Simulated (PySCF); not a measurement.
Compound: C4H7BNP.
Numbering: `[PH2:1][BH:2][n:3]1[cH:4][cH:5][cH:6][cH:7]1` (hydrogens: H8, H9 on P1; H10 on B2; H11 on C4; H12 on C5; H13 on C6; H14 on C7)

Geometry (PBE0-D3(BJ)/def2-SVP, Å), atoms numbered from 1 in this order:
```xyz
14
C4H7BNP angstrom
P      3.8166    1.2850    0.6588
B      2.4077    0.1072    1.1680
N      1.0570    0.2398    0.7257
C      0.0002   -0.5471    1.1767
C     -1.1470   -0.1540    0.5520
C     -0.8008    0.9276   -0.3270
C      0.5408    1.1415   -0.1981
H      3.5824    1.3865   -0.7421
H      4.8481    0.3095    0.5845
H      2.6266   -0.7293    2.0097
H      0.1798   -1.3250    1.9151
H     -2.1360   -0.5841    0.6973
H     -1.4766    1.4808   -0.9767
H      1.1858    1.8693   -0.6844
```

Method used: TDDFT PBE0/def2-SVPD, vertical, gas phase, core orbitals frozen in the response (PySCF 2.14.0, density-fitted response routines).

Frontier orbitals with the atoms that hold most of them (Löwdin shares over 4%, at most four atoms; ? is withheld):

```tsv
orbital	ε (eV)	atoms
LUMO+2	0.70	P1 44%, H8 20%, B2 13%, H9 6%
LUMO+1	0.39	B2 34%, P1 24%, H9 16%, C7 5%
LUMO	-1.45	B2 37%, P1 15%, N3 10%, C6 7%
HOMO	?	?
HOMO-1	-7.33	?
HOMO-2	-8.05	P1 20%, C5 16%, N3 16%, C6 16%
HOMO-3	-9.50	P1 30%, B2 28%, H10 15%, H8 11%
```

**Question.** Which atoms hold the HOMO, and with what shares?

**Answer.** C7 (bonded to C, N and H) 27%; C4 (bonded to C, N and H) 27%; C5 (bonded to 2 C and H) 16%; C6 (bonded to 2 C and H) 14%.

**Question.** Give the leading atoms of the HOMO-1.

**Answer.** P1 (bonded to B and 2 H) 45%; N3 (bonded to B and 2 C) 12%; C6 (bonded to 2 C and H) 10%; B2 (bonded to N, P and H) 9%.

**Question.** What is the HOMO energy, and the HOMO–LUMO gap?

**Answer.** ε(HOMO) = -6.61 eV; the gap is 5.16 eV (0.1897 hartree).

**Question.** How does S1 compare with the orbital gap of 5.16 eV?

**Answer.** S1 is at 4.16 eV (f = 0.0033), 1.00 eV below the gap, made of HOMO→LUMO (99%). 

**Question.** Give energy, strength and leading configuration of S1, S2, S3 and S4, and follow the Löwdin shares of the leading atoms from the occupied to the empty orbital.

**Answer.** 
- S1 (4.16 eV, f 0.0033), HOMO→LUMO (99%): C7 27% → at most 7%, C4 27% → at most 7%, B2 at most 15% → 37%, P1 at most 15% → 15%
- S2 (4.95 eV, f 0.220), HOMO-1→LUMO (94%): P1 45% → 15%, N3 12% → 10%, B2 9% → 37%
- S3 (5.67 eV, f 0.123), HOMO-2→LUMO (84%): P1 20% → 15%, C5 16% → at most 7%, B2 at most 16% → 37%
- S4 (6.03 eV, f 0.012), HOMO→LUMO+1 (95%): C7 27% → 5%, C4 27% → at most 5%, B2 at most 15% → 34%, P1 at most 15% → 24%

Time: 43 s of wall time (with the writing of density and orbital grids); peak memory 0.87 GiB. Hardware: Intel Xeon Platinum 8259CL at 2.50 GHz, one thread, no GPU, on a shared host.

One conformer stands for the species.
